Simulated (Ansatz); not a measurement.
## Worked example: InH3 + C2HFI2 → InH2I + C2H2FI

Species: InH3 `[InH3]`, singlet; C2HFI2 `F/C(I)=C\I`, singlet; InH2I `[InH2][I]`, singlet; C2H2FI `C=C(F)I`, singlet. The partners trade H for I: In–H and C–I bonds give way to In–I and C–H.

Shapes, held fixed at every level: PBE0-D4/def2-TZVP. Programs: Ansatz 0.2.0. The zero-point and thermal change to 298 K, harmonic and unscaled (PBE0-D4/def2-TZVP), is +12.6 kJ/mol.

At CCSD(T)/def2-TZVPP; 1 Eh = 2625.50 kJ/mol:

| species | energy (Eh) |
| --- | --- |
| InH3 | -191.238851 |
| C2HFI2 | -770.650821 |
| InH2I | -487.854841 |
| C2H2FI | -474.112677 |

Question: Work out ΔH(298 K) of the reaction at this level.

Answer: 
1. Products less reactants: (-487.854841) + (-474.112677) − [(-191.238851) + (-770.650821)] = -0.077846 Eh = -204.4 kJ/mol.
2. With the thermal change: -204.4 + (+12.6) = -191.8 kJ/mol.

Other levels give -199.4 (B2PLYP/def2-TZVPP) to -184.9 kJ/mol (SPW92/def2-TZVPP). No measured value is set beside it here. For atoms past krypton def2 sets carry core potentials with scalar relativity. Outer-core shells of I, In are correlated in most correlated rows, in sets that cover them unevenly.
